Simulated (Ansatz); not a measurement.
# One elementary step

Start structure (GeH6SO, singlet), relaxed at PBE0-D4/def2-TZVP:

```
9
angstrom
Ge -1.2762 -0.4912 0.3177
O 0.1599 0.1624 1.1702
H -0.7113 -1.5916 -0.5809
H -2.2570 -1.0500 1.3652
H -1.9466 0.6294 -0.4947
H 1.4913 0.7605 -0.3822
S 1.9640 0.9756 -1.6272
H -0.0699 0.7839 1.8644
H 2.6457 -0.1792 -1.6326
```

The step: GeH₄O ([OH][GeH3]) + H₂S → GeH₄S ([SH][GeH3]) + H₂O; bonds formed: Ge1–S7, O2–H6; bonds broken: Ge1–O2, H6–S7. Computed with Ansatz 0.2.0 (basis: def2-TZVPP and def2-QZVPP); correlated methods freeze the cores. Filled d shells of the heavier atoms are correlated. The def2 sets are not built for correlating such inner shells, so the correlated values are less sure here. Extrapolation: Hartree–Fock as exp(−7.88 √X), correlation as X^−2.97. Energies below are by CCSD(T) at an estimated basis limit (MP2 extrapolated from triple and quadruple zeta, plus CCSD(T) − MP2 in triple zeta).

What are the electronic barrier and the energy of the step, from the start structure to the end structure? (To be estimated.)

By the calculation: Barrier 27.43 kcal/mol; step energy -6.86 kcal/mol (downhill); reverse barrier, their difference, 34.29 kcal/mol. Barrier and step energy count from the start structure, the reverse barrier from the end structure.

The saddle point: One imaginary mode of 282i cm⁻¹.
| pair | start (Å) | saddle (Å) | end (Å) |
| --- | --- | --- | --- |
| Ge1–S7 | 4.05 | 2.72 | 2.24 |
| O2–H6 | 2.13 | 1.08 | 0.97 |
| Ge1–O2 | 1.79 | 1.98 | 3.47 |
| H6–S7 | 1.35 | 1.82 | 2.47 |

Zero-point energy (harmonic, PBE0-D4): ZPE is 33.69 kcal/mol at the start and 34.35 kcal/mol at the saddle, so the barrier goes from 27.43 to 28.09 kcal/mol.

No T1 diagnostic of these runs exceeds 0.013.

Labels in which every atom is bracketed show which atoms are joined, not bond orders.

For scale, one of the runs: CCSD(T)/def2-TZVPP, 205 basis functions, launched by `ansatz run in.yaml --threads 4 --pin off --events-out ev --progress --plain --max-ram 9574MiB`. Time: 82 s of wall clock on 4 CPU threads of an Arm Neoverse V1; the host was shared. Peak host memory: 2.6 GiB.
